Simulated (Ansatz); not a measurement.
This geometry of C$_{2}$H$_{4}$NSi (8 atoms, charge -1, multiplicity 1) is a first-order saddle point.

Theory: Ansatz 0.2.0, RKS PBE0-D4/cc-pVDZ.

```xyz
8
Properties=species:S:1:pos:R:3
N 0.928 1.485 -1.257
C -0.205 1.273 -0.766
C -0.374 0.226 0.282
Si 0.127 -1.474 0.348
H -1.147 1.912 -0.922
H -0.982 0.539 1.158
H 1.215 -1.953 -0.579
H 0.438 -2.007 1.735
```

Problem. Which two structures does it join? (They come from a converged band through this point; their orientation in space is the band's.)

Solution. Bonds broken: N1–C3. The dihedral H5–C2–C3–Si4 goes from 62 to -180°.

Initial state:

```xyz
8
Properties=species:S:1:pos:R:3
N 1.001 1.230 0.000
C -0.087 1.298 -0.621
C -0.256 0.317 0.437
Si -0.488 -1.598 0.137
H -0.476 1.811 -1.513
H -0.737 0.728 1.347
H 0.543 -1.695 -1.023
H 0.500 -2.091 1.236
```

Final state:

```xyz
8
Properties=species:S:1:pos:R:3
N 0.441 0.961 -1.825
C -0.359 1.128 -0.874
C -0.441 0.252 0.323
Si 0.594 -1.135 0.540
H -1.146 1.978 -0.782
H -1.181 0.470 1.121
H 1.681 -1.710 -0.303
H 0.413 -1.942 1.800
```

Problem. How far does it lie above each of them?

Solution. 0.74 eV above the first and 0.14 eV above the second. This is the barrier of this one path; another mechanism may lie lower. The orbitals stay closed-shell, which can raise the energy where a bond breaks towards radicals; this wasn't checked here. Limits of this set-up: an anion without diffuse functions, the dipole of an ion depends on the origin.

Time of the run: 63 s on 1 thread of AMD EPYC 9R45 (Zen 5), with other jobs on the host, peak memory 0.17 GiB.
